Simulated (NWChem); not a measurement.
Molecule: CH3Li; SMILES [CH3][Li]

All runs: NWChem. Pople sets run with spherical d functions. B3LYP is NWChem's, with the RPA form of VWN correlation. Each level has its own optimisation; frequencies are unscaled.

```
level                  r C–Li (Å)  r C–H (Å)  highest harmonic frequency (cm⁻¹)  lowest (cm⁻¹)  zero-point energy (kcal/mol)  dipole (D)
---------------------  ----------  ---------  ---------------------------------  -------------  ----------------------------  ----------
BLYP/def2-SVP               1.982      1.117                               2951            445                          20.2        5.14
B3LYP/def2-TZVP             1.969      1.098                               3025            452                          20.8        5.58
Hartree-Fock/6-31G*         2.000      1.093                               3161            507                          22.3        5.71
B3LYP/6-31G*                1.976      1.101                               3049            487                          21.2        4.97
PBE0-D3(BJ)/def2-TZVP       1.962      1.099                               3057            445                          20.9        5.64
```
